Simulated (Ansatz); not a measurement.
Relaxed structures of Si2IF, closed shell (PBE0-D4/def2-TZVP; forces vanish, vibrations not checked; lower isomers may exist, and structures with a doubtful reference or unclear bonds are left out; Å). Ansatz 0.2.0; basis: def2-TZVPP; cores frozen in the correlated methods. Filled d shells of the heavier atoms are correlated. Core potentials replace the inner electrons of the atoms past krypton. The def2 sets are not built for correlating such inner shells, so the correlated values are less sure here.

Q: Rank them by CCSD(T) energy, lowest first, and give each one's height above the lowest. Links in brackets join atoms within 1.22 times the sum of their covalent radii (1.1 for two metals). (To be estimated.)
A.
Si₂IF ([F][Si]1[Si][I]1)
```
4
angstrom
F 1.2623 0.1572 1.2612
Si 0.8871 -0.7855 -0.0255
Si -1.5546 -0.4912 0.2193
I -0.5948 1.1195 -1.4550
```
B.
Si₂IF ([F][I]1[Si][Si]1)
```
4
angstrom
F 1.5979 0.3476 1.6164
Si -0.5930 0.9613 -1.3782
Si -1.7098 -0.5032 0.0416
I 0.7853 -0.6036 -0.0038
```
C.
Si₂IF ([F]1[Si]2[I][Si]12)
```
4
angstrom
F 0.7278 -1.1679 0.0304
Si 0.8229 0.5181 0.9024
Si -1.0801 -0.6814 0.3593
I -0.4706 1.3312 -1.2920
```

A: By the calculation: A (0.000 eV), C (0.146 eV), B (3.197 eV). Heights count from the lowest.

No T1 diagnostic of these runs exceeds 0.019. The restricted Hartree–Fock reference is unstable towards an unrestricted one at one or more of these structures.

For scale, one of the runs: CCSD(T)/def2-TZVPP, 165 basis functions, launched by `ansatz run in.yaml --threads 2 --pin off --events-out ev --progress --plain --max-ram 4352MiB`. The run took 87 s on 2 CPU threads of an Arm Neoverse V1 (shared host), with 1.4 GiB of host memory at its peak.
